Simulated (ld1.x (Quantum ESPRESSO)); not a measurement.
Which change was made? (Pd, TM)

* Element: palladium (Pd)
* Generator: ld1.x (Quantum ESPRESSO) 7.5
* Type: norm-conserving Troullier–Martins (Kleinman–Bylander form)
* Functional: PBE
* Relativity: non-relativistic
* Frozen core: [Ar] 3d10 4s2
* Valence charge: 16
* Reference configuration: 4p6 4d10 5s0
* Partial waves: 5s (bound, empty): rc 3.00 bohr; 4p (bound): rc 1.35 bohr; 4d (bound): rc 1.60 bohr
* Local potential: all-electron potential smoothed inside 1.65 bohr (lloc = -2)
* Core correction: a·sin(br)/r model core inside 1.25 bohr

Cutoffs, loose and tight: the cutoffs (Ry, on a coarse ladder) from which the occupation-weighted sum of valence levels, in a spherical-Bessel basis at the reference potential, stays within 10 and 1 mRy of its value at 400 Ry. They do not see the model core or the augmentation charge, which bear on the density cutoff. Test errors are all-electron minus pseudo excitation energies from the reference, over the configurations 4p6 4d9 5s0; 4p6 4d8 5s0; 4p6 4d7 5s0; 4p6 4d9.5 5s0; 4p6 4d9 5s1; 4p5 4d10 5s0; 4p6 4d8 5s1; variants that change the core or the reference have their own tests. The largest error is taken over the tests solved by every variant that gives reliable tests at all, those not shown here included: 4p6 4d7 5s0; 4p6 4d8 5s0; 4p6 4d9 5s0; 4p6 4d9.5 5s0.

The base gives: outcome: generated; cutoff, loose: 70 Ry; cutoff, tight: 120 Ry; bound ghosts: s; largest test error (meV): -126.

Task: After one change the result is: outcome: generated; cutoff, loose: 55 Ry; cutoff, tight: 80 Ry; bound ghosts: none; largest test error (meV): -254. Which change was it?
A. local potential all-electron potential smoothed inside 3.16 bohr (lloc = -2)
B. all radii but the core radius scaled by about 0.82 (s 2.46, p 1.10, d 1.32 bohr); local potential all-electron potential smoothed inside 1.36 bohr (lloc = -2)
C. all radii but the core radius scaled by about 1.23 (s 3.70, p 1.66, d 1.98 bohr); local potential all-electron potential smoothed inside 2.04 bohr (lloc = -2)
D. type ultrasoft; waves now 5s (bound): rcut 2.60, rcutus 3.00 bohr; 5s channel at 0.85 Ry: rcut 2.60, rcutus 3.00 bohr; 4p (bound): rcut 1.15, rcutus 1.35 bohr; 4p channel at -2.55 Ry: rcut 1.15, rcutus 1.35 bohr; 4d (bound): rcut 1.40, rcutus 1.60 bohr; 4d channel at 2.05 Ry: rcut 1.40, rcutus 1.60 bohr; local potential all-electron potential smoothed inside 1.45 bohr (lloc = -1); augmentation built from norm-conserving waves at rcut, not smoothed further

Result: C. The others give: all radii but the core radius scaled by about 0.82 (s 2.46, p 1.10, d 1.32 bohr); local potential all-electron potential smoothed inside 1.36 bohr (lloc = -2) → outcome: generated; cutoff, loose: 140 Ry; cutoff, tight: 180 Ry; bound ghosts: s; largest test error (meV): -75 | local potential all-electron potential smoothed inside 3.16 bohr (lloc = -2) → outcome: generated; cutoff, loose: 70 Ry; cutoff, tight: 120 Ry; bound ghosts: none; largest test error (meV): -956 | type ultrasoft; waves now 5s (bound): rcut 2.60, rcutus 3.00 bohr; 5s channel at 0.85 Ry: rcut 2.60, rcutus 3.00 bohr; 4p (bound): rcut 1.15, rcutus 1.35 bohr; 4p channel at -2.55 Ry: rcut 1.15, rcutus 1.35 bohr; 4d (bound): rcut 1.40, rcutus 1.60 bohr; 4d channel at 2.05 Ry: rcut 1.40, rcutus 1.60 bohr; local potential all-electron potential smoothed inside 1.45 bohr (lloc = -1); augmentation built from norm-conserving waves at rcut, not smoothed further → outcome: generated; cutoff, loose: 50 Ry; cutoff, tight: 90 Ry; bound ghosts: s; largest test error (meV): -110.
